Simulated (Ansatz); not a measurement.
```yaml
crystal:
  periodic: [false, false, false]
  atoms:
    - {symbol: Al, position_ang: [-0.895033, 1.711504, -0.255884]}
    - {symbol: N, position_ang: [-0.067057, 0.135877, -0.018245]}
    - {symbol: Si, position_ang: [-0.153202, -0.703703, 1.501565]}
    - {symbol: Si, position_ang: [0.846700, -0.600979, -1.300512]}
    - {symbol: H, position_ang: [-0.771086, 2.406524, -1.669316]}
    - {symbol: H, position_ang: [-1.700902, 2.314686, 0.961907]}
    - {symbol: H, position_ang: [1.205940, -0.894220, 2.078799]}
    - {symbol: H, position_ang: [-0.761362, -2.051451, 1.326694]}
    - {symbol: H, position_ang: [-0.980328, 0.085975, 2.449009]}
    - {symbol: H, position_ang: [0.799372, 0.274736, -2.498937]}
    - {symbol: H, position_ang: [0.288655, -1.936854, -1.648031]}
    - {symbol: H, position_ang: [2.265204, -0.797396, -0.892949]}
basis:
  gaussian: {orbitals: "6-31++G**", final_grid: {core_spheres: 1, valence_spheres: 1, degree: 1}}
hamiltonian: {xc: {name: wB97M-V}}
output: {forces: true}
```

```sh
$ ansatz run in.yaml --threads 4 --pin off --events-out ev --progress --plain --max-ram 10444MiB
```

Shortened log:

```
Functional definition: wB97M-V
1186 factors; integrals over basis functions are off by at most 1.4e-3 eV
377 factors; integrals over basis functions are off by at most 1.8e-5 eV
mean field evaluation 1: about -23963.1840 eV, gradient 5.8e1 eV
mean field evaluation 2: about -23958.9948 eV, gradient 7.1e1 eV
mean field evaluation 4: about -23970.1077 eV, gradient 5.5e-1 eV
mean field evaluation 8: about -23943.7931 eV, gradient 5.5e0 eV
mean field evaluation 16: about -23944.1300 eV, gradient 1.8e-2 eV
mean field -23944.13003734 eV, -879.9305489580 hartree, gradient 5.8e-5 eV, S^2 0.000000; 0 other end points of the search recorded, 0 dependent functions left out
reference -23944.13004700 eV, -879.9305493129 hartree; 28, 28 occupied and 108, 108 virtual orbitals, 1186 factors
Total energy: -23944.13004700 eV, -879.9305493129 hartree
Atom 0 at    -0.895033     1.711504    -0.255884 Å, force     2.546061    -4.866810     0.730921 eV/Å
Atom 1 at    -0.067057     0.135877    -0.018245 Å, force     2.057907    -3.923669     0.591270 eV/Å
Atom 2 at    -0.153202    -0.703703     1.501565 Å, force     0.136683     2.717865    -4.609534 eV/Å
Atom 3 at     0.846700    -0.600979    -1.300512 Å, force    -2.830808     2.433024     3.836235 eV/Å
Atom 4 at    -0.771086     2.406524    -1.669316 Å, force     0.488474    -0.870214     0.071987 eV/Å
Atom 5 at    -1.700902     2.314686     0.961907 Å, force     0.429963    -0.883755     0.190552 eV/Å
Atom 6 at     1.205940    -0.894220     2.078799 Å, force    -0.706981     2.643738    -0.559698 eV/Å
Atom 7 at    -0.761362    -2.051451     1.326694 Å, force    -1.497401     2.037104    -0.834415 eV/Å
Atom 8 at    -0.980328     0.085975     2.449009 Å, force     0.858742    -1.977207     0.793303 eV/Å
Atom 9 at     0.799372     0.274736    -2.498937 Å, force     1.203706    -1.946444    -0.201596 eV/Å
Atom 10 at     0.288655    -1.936854    -1.648031 Å, force    -1.806064     2.143734    -0.159509 eV/Å
Atom 11 at     2.265204    -0.797396    -0.892949 Å, force    -0.880283     2.492634     0.150483 eV/Å
Dipole moment:     0.013596    -0.026160     0.003917 e Å
```

In this input the integration grid is far too coarse. Self-consistency was reached. The result belongs to that input, not to the molecule as meant.
